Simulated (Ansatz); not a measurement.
Reactions of ClH$_{5}$OSiSn, SMILES `[SiH3][O][SnH2][Cl]`.

Isolated molecules relaxed with PBE0-D4/def2-TZVP in Ansatz; ΔE leaves out vibrations. CBS: MP2 limit from def2 TZ/QZ plus the TZ coupled-cluster correction, frozen cores. This one scheme is used for every species. Elements past krypton have def2 core potentials. For Ga, I, Sn outer-core shells are correlated without core-valence functions, which leaves a few kJ/mol of doubt a bond. Scalar relativity is left out up to krypton. Each species was taken in one conformer, which may not be the lowest.

(1) Order these by ΔE at CCSD(T)/CBS, lowest first. (Estimate.)
A. `[SiH3][O][SnH2][Cl]` + H₂S → `[SH][SnH2][Cl]` + `O[SiH3]`
B. `[SiH3][O][SnH2][Cl]` + HI → `[Cl][SnH2][I]` + `O[SiH3]`
C. `[SiH3][O][SnH2][Cl]` + `CCCO` → `CCCO[SiH3]` + `[OH][SnH2][Cl]`
D. `[SiH3][O][SnH2][Cl]` + `[OH][Ga]([OH])[OH]` → `[OH][Ga]([OH])[O][SiH3]` + `[OH][SnH2][Cl]`
E. `[SiH3][O][SnH2][Cl]` → H₂ + `[SiH3][O][Sn][Cl]`
F. `[SiH3][O][SnH2][Cl]` + `CC(O)O` → `CC(O)O[SiH3]` + `[OH][SnH2][Cl]`

Largest T1 diagnostic: 0.015, for `[SiH3][O][Sn][Cl]`.

## Answers

(1) B (-16.9 kcal/mol), E (-7.3 kcal/mol), A (-4.6 kcal/mol), D (+1.3 kcal/mol), C (+3.8 kcal/mol), F (+6.6 kcal/mol).
